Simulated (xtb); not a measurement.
A run for xtb: GFN2-xTB on BrHOSe (SMILES O[Se]Br), a point of a torsion scan.

```
$ xtb mol.xyz --gfn 2 --sp --chrg 0 --uhf 0
4

O     -1.16797545     0.23052923     0.25467769
Se     0.42123363     0.95187993    -0.10973251
Br    -0.17851887     2.46566120    -1.72254441
H     -1.35833547    -0.53371992    -0.30052382
```

Output:

```
[...]
           -------------------------------------------------
          |                Calculation Setup                |
           -------------------------------------------------



           -------------------------------------------------
          |                 G F N 2 - x T B                 |
           -------------------------------------------------

        Reference                      10.1021/acs.jctc.8b01176
      * Hamiltonian:
        H0-scaling (s, p, d)           1.850000    2.230000    2.230000
        zeta-weighting                 0.500000
      * Dispersion:
        s8                             2.700000
        a1                             0.520000
        a2                             5.000000
        s9                             5.000000
      * Repulsion:
        kExp                           1.500000    1.000000
        rExp                           1.000000
      * Coulomb:
        alpha                          2.000000
        third order                    shell-resolved
        anisotropic                    true
        a3                             3.000000
        a5                             4.000000
        cn-shift                       1.200000
        cn-exp                         4.000000
        max-rad                        5.000000


          ...................................................
          :                      SETUP                      :
          :.................................................:
          :  # basis functions                  25          :
          :  # atomic orbitals                  23          :
          :  # shells                            9          :
          :  # electrons                        20          :
          :  max. iterations                   250          :
          :  Hamiltonian                  GFN2-xTB          :
          :  restarted?                      false          :
          :  GBSA solvation                  false          :
          :  PC potential                    false          :
          :  electronic temp.          300.0000000     K    :
          :  accuracy                    1.0000000          :
          :  -> integral cutoff          0.2500000E+02      :
          :  -> integral neglect         0.1000000E-07      :
          :  -> SCF convergence          0.1000000E-05 Eh   :
          :  -> wf. convergence          0.1000000E-03 e    :
          :  Broyden damping             0.4000000          :
          :  net charge                          0          :
          :  unpaired electrons                  0          :
          ...................................................

 iter      E             dE          RMSdq      gap      omega  full diag
   1    -11.8666816 -0.118667E+02  0.100E+01    2.97       0.0  T
   2    -11.8750227 -0.834104E-02  0.508E+00    3.02       1.0  T
   3    -11.8763917 -0.136898E-02  0.184E+00    2.95       1.0  T
   4    -11.8770631 -0.671438E-03  0.118E+00    2.92       1.0  T
   5    -11.8778473 -0.784203E-03  0.735E-01    2.90       1.0  T
   6    -11.8781925 -0.345212E-03  0.547E-01    2.90       1.0  T
   7    -11.8785432 -0.350733E-03  0.210E-01    2.88       1.0  T
   8    -11.8785425  0.717862E-06  0.968E-02    2.88       1.0  T
   9    -11.8785469 -0.435003E-05  0.340E-02    2.88       1.5  T
  10    -11.8785472 -0.303531E-06  0.130E-02    2.88       3.8  T
  11    -11.8785472 -0.540478E-07  0.605E-03    2.88       8.3  T
  12    -11.8785472 -0.157085E-07  0.135E-03    2.88      37.0  T
  13    -11.8785472 -0.643794E-09  0.326E-04    2.88     153.2  T
  14    -11.8785472 -0.203073E-10  0.192E-04    2.88     260.1  T

   *** convergence criteria satisfied after 14 iterations ***

         #    Occupation            Energy/Eh            Energy/eV
      -------------------------------------------------------------
         1        2.0000           -0.8589506             -23.3732
       ...           ...                  ...                  ...
         4        2.0000           -0.6076307             -16.5345
         5        2.0000           -0.5464574             -14.8699
         6        2.0000           -0.5356744             -14.5764
         7        2.0000           -0.4807464             -13.0818
         8        2.0000           -0.4572540             -12.4425
         9        2.0000           -0.4482192             -12.1967
        10        2.0000           -0.3976609             -10.8209 (HOMO)
        11                         -0.2918067              -7.9405 (LUMO)
        12                         -0.2532348              -6.8909
        13                         -0.0010790              -0.0294
        14                          0.0155653               0.4236
        15                          0.0163064               0.4437
       ...                                ...                  ...
        23                          0.9421494              25.6372
      -------------------------------------------------------------
                  HL-Gap            0.1058542 Eh            2.8804 eV
             Fermi-level           -0.3447338 Eh           -9.3807 eV

 SCC (total)                   0 d,  0 h,  0 min,  0.006 sec
 SCC setup                      ...        0 min,  0.000 sec (  1.472%)
 Dispersion                     ...        0 min,  0.000 sec (  0.425%)
 classical contributions        ...        0 min,  0.000 sec (  0.219%)
 integral evaluation            ...        0 min,  0.001 sec ( 14.184%)
 iterations                     ...        0 min,  0.003 sec ( 57.917%)
 molecular gradient             ...        0 min,  0.001 sec ( 23.973%)
 printout                       ...        0 min,  0.000 sec (  1.584%)

         :::::::::::::::::::::::::::::::::::::::::::::::::::::
         ::                     SUMMARY                     ::
         :::::::::::::::::::::::::::::::::::::::::::::::::::::
         :: total energy             -11.858056293366 Eh    ::
         :: gradient norm              0.000834293148 Eh/a0 ::
         :: HOMO-LUMO gap              2.880439384120 eV    ::
         ::.................................................::
         :: SCC energy               -11.878547176192 Eh    ::
         :: -> isotropic ES            0.021805199853 Eh    ::
         :: -> anisotropic ES         -0.002051206710 Eh    ::
         :: -> anisotropic XC         -0.014076547305 Eh    ::
         :: -> dispersion             -0.002310957041 Eh    ::
         :: repulsion energy           0.020490882826 Eh    ::
         :: add. restraining           0.000000000000 Eh    ::
         :: total charge               0.000000000000 e     ::
         :::::::::::::::::::::::::::::::::::::::::::::::::::::

           -------------------------------------------------
          |                Property Printout                |
           -------------------------------------------------

    * Orbital Energies and Occupations

         #    Occupation            Energy/Eh            Energy/eV
      -------------------------------------------------------------
         1        2.0000           -0.8589506             -23.3732
         2        2.0000           -0.7837116             -21.3259
         3        2.0000           -0.7180244             -19.5384
         4        2.0000           -0.6076307             -16.5345
         5        2.0000           -0.5464574             -14.8699
         6        2.0000           -0.5356744             -14.5764
         7        2.0000           -0.4807464             -13.0818
         8        2.0000           -0.4572540             -12.4425
         9        2.0000           -0.4482192             -12.1967
        10        2.0000           -0.3976609             -10.8209 (HOMO)
Note: The following floating-point exceptions are signalling: IEEE_DENORMAL
normal termination of xtb
        11                         -0.2918067              -7.9405 (LUMO)
        12                         -0.2532348              -6.8909
        13                         -0.0010790              -0.0294
        14                          0.0155653               0.4236
        15                          0.0163064               0.4437
        16                          0.0189100               0.5146
        17                          0.0504357               1.3724
        18                          0.0577514               1.5715
        19                          0.1001467               2.7251
        20                          0.1327079               3.6112
        21                          0.1742480               4.7415
       ...                                ...                  ...
        23                          0.9421494              25.6372
      -------------------------------------------------------------
                  HL-Gap            0.1058542 Eh            2.8804 eV
             Fermi-level           -0.3447338 Eh           -9.3807 eV

     #   Z          covCN         q      C6AA      α(0)
     1   8 O        1.654    -0.391    20.668     6.137
     2  34 Se       1.771     0.130   231.328    26.504
     3  35 Br       0.916    -0.058   186.512    22.020
     4   1 H        0.812     0.319     0.666     1.281

 Mol. C6AA /au·bohr⁶  :       1163.359720
 Mol. C8AA /au·bohr⁸  :      67345.454077
 Mol. α(0) /au        :         55.941494


Wiberg/Mayer (AO) data.
largest (>0.10) Wiberg bond orders for each atom

 ---------------------------------------------------------------------------
     #   Z sym  total        # sym  WBO       # sym  WBO       # sym  WBO
 ---------------------------------------------------------------------------
     1   8 O    2.224 --     2 Se   1.288     4 H    0.878
     2  34 Se   2.591 --     1 O    1.288     3 Br   1.285
     3  35 Br   1.344 --     2 Se   1.285
     4   1 H    0.898 --     1 O    0.878
 ---------------------------------------------------------------------------

Topologies differ in total number of bonds
Writing topology from bond orders to xtbtopo.mol

molecular dipole:
                 x           y           z       tot (Debye)
 q only:        0.166      -0.529      -0.207
   full:        0.367      -1.564       0.762       4.518
molecular quadrupole (traceless):
                xx          xy          yy          xz          yz          zz
 q only:        0.867       2.217      -0.428       1.192       1.398      -0.439
  q+dip:        7.041       4.445      -4.670      -0.035      12.248      -2.371
   full:        7.401       4.798      -4.719       0.296      11.078      -2.682


           -------------------------------------------------
          | TOTAL ENERGY              -11.858056293366 Eh   |
          | GRADIENT NORM               0.000834293148 Eh/α |
          | HOMO-LUMO GAP               2.880439384120 eV   |
           -------------------------------------------------

------------------------------------------------------------------------
------------------------------------------------------------------------
 total:
 SCF:
```

The run finished.

Cost: very roughly 0.04 core-seconds.
